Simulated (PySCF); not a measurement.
**CaB at PBE0**

Level: PBE0. basis Ca 6-311G(d,p), B 6-311G(d,p); no relativity; PySCF 2.14.

- state: ⁴Σ⁻ (quartet), unpaired electrons σ ↑, π ↑↑, a second solution, started from another occupation
- bond length: 2.309 Å
- harmonic wavenumber: 494 cm⁻¹
- force constant: 1.24 mdyn/Å
- rotational constant Be: 0.3665 cm⁻¹
- anharmonicity ωexe: 2.57 cm⁻¹
- vibration–rotation constant αe: 0.00265 cm⁻¹
- energy of the minimum from ground-state Ca + B: -0.90 eV
- bond order (Mayer): 1.38
- dipole moment (positive dipole means Ca(−)B(+)): -4.67 D
